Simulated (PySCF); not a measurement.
Dipole moment (D) of eight silicon and germanium compounds: PBE beside ωB97X, computed with PySCF for isolated molecules in the bases named; differences from unrounded values. The eight are the first of their class met in an unordered collection, after screening for sound electronic states; none was chosen by its value, except that the dipole had to exceed 0.05 D. Each molecule has one DFT geometry for both levels.

```json
[
 {"molecule": "C₂H₄BrFSi, SMILES C=C[SiH](F)Br", "basis": "def2-TZVP", "ωB97X": "2.22", "PBE": "2.07", "difference": "-0.15"},
 {"molecule": "trifluoro(fluorosilyloxy)silane (F4H2OSi2), SMILES F[SiH2]O[Si](F)(F)F", "basis": "def2-TZVP", "ωB97X": "2.19", "PBE": "___", "difference": "___"},
 {"molecule": "C2H11NSi3, SMILES C[SiH2][Si@@H]1CN[SiH2]1", "basis": "def2-TZVP", "ωB97X": "1.36", "PBE": "1.51", "difference": "0.15"},
 {"molecule": "Si(Cl)(H)2(NHMe) (CH₆ClNSi), SMILES N([SiH2]Cl)C", "basis": "def2-TZVP", "ωB97X": "2.22", "PBE": "2.21", "difference": "-0.01"},
 {"molecule": "Si(F)2(NH2)2 (F₂H₄N₂Si), SMILES N[Si](N)(F)F", "basis": "def2-TZVP", "ωB97X": "2.63", "PBE": "___", "difference": "___"},
 {"molecule": "C2H8O2Si, SMILES C(O)[Si@@H](O)C", "basis": "def2-TZVP", "ωB97X": "2.72", "PBE": "2.48", "difference": "-0.24"},
 {"molecule": "Si(H)(Me)(OH)(NH2) (CH7NOSi), SMILES C[SiH](N)O", "basis": "def2-TZVP", "ωB97X": "2.24", "PBE": "2.18", "difference": "-0.06"},
 {"molecule": "Cl3H3OSi2, SMILES Cl[SiH](O[SiH2]Cl)Cl", "basis": "def2-TZVP", "ωB97X": "0.99", "PBE": "___", "difference": "___"}
]
```

Complete the blanks. (Estimate from the structure and the level; the computed values follow.)


- Cl3H3OSi2, SMILES Cl[SiH](O[SiH2]Cl)Cl, PBE: 0.89
- Cl3H3OSi2, SMILES Cl[SiH](O[SiH2]Cl)Cl, difference: -0.10
- trifluoro(fluorosilyloxy)silane (F4H2OSi2), SMILES F[SiH2]O[Si](F)(F)F, PBE: 2.02
- trifluoro(fluorosilyloxy)silane (F4H2OSi2), SMILES F[SiH2]O[Si](F)(F)F, difference: -0.17
- Si(F)2(NH2)2 (F₂H₄N₂Si), SMILES N[Si](N)(F)F, PBE: 2.57
- Si(F)2(NH2)2 (F₂H₄N₂Si), SMILES N[Si](N)(F)F, difference: -0.06

PBE lies below ωB97X in 7 and above it in 1 of the eight; the mean signed difference is -0.08 and the largest -0.24 D.
